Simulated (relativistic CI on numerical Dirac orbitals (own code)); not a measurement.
# Mn²²⁺: sensitivity of the levels to the model

Base calculation: Dirac-Coulomb-Breit CI, orbitals from a KLI potential per configuration, QED by a radiative potential, unscaled Slater integrals.

Configuration list (outside the closed core 1s2): 2s, 2p, 3s, 3p, 3d, 4s, 4p, 4d, 4f, 5s, 5p, 5d, 5f, 5g, 6s, 6p, 6d. Levels of other configurations are missing.

Variants: (1) valence Slater integrals scaled by 0.9; (2) Breit term removed; (3) configuration mixing switched off. Shifts of the energy above 2s 2S_1/2, in eV, for the lowest level and the first level of each name with at least 55 % of one term (blank where a level changes its place among those of its configuration and J or its character, or is not in the variant):

```
     Level     Base  Δ(1)   Δ(2)  Δ(3)
 2s 2S_1/2     0.00  0.00   0.00  0.00
2p 2P°_1/2    46.60  0.00  -0.46  0.00
2p 2P°_3/2    60.04  0.00  +0.07  0.00
 3s 2S_1/2  1056.14  0.00  +0.35  0.00
3p 2P°_1/2  1069.08  0.00  +0.22  0.00
3p 2P°_3/2  1073.05  0.00  +0.37  0.00
 3d 2D_3/2  1077.88  0.00  +0.48  0.00
 3d 2D_5/2  1079.14  0.00  +0.49  0.00
 4s 2S_1/2  1419.73  0.00  +0.43  0.00
4p 2P°_1/2  1425.05  0.00  +0.38  0.00
4p 2P°_3/2  1426.72  0.00  +0.44  0.00
 4d 2D_3/2  1428.73  0.00  +0.48  0.00
 4d 2D_5/2  1429.26  0.00  +0.49  0.00
4f 2F°_5/2  1429.36  0.00  +0.49  0.00
4f 2F°_7/2  1429.63  0.00  +0.49  0.00
 5s 2S_1/2  1586.57  0.00  +0.46  0.00
5p 2P°_1/2  1589.27  0.00  +0.43  0.00
5p 2P°_3/2  1590.12  0.00  +0.46  0.00
 5d 2D_3/2  1591.14  0.00  +0.49  0.00
 5d 2D_5/2  1591.41  0.00  +0.49  0.00
5f 2F°_5/2  1591.47  0.00  +0.49  0.00
5f 2F°_7/2  1591.60  0.00  +0.49  0.00
```

At this charge energies of transitions that change n are usually good to better than 1 %, and those within a shell (Δn = 0) to a few per cent.

Ionisation energy from the two ground configurations alone: base 1879.66 eV; Breit term removed 1880.15 eV. The NIST ASD value (theoretical) is 1879.87 eV.
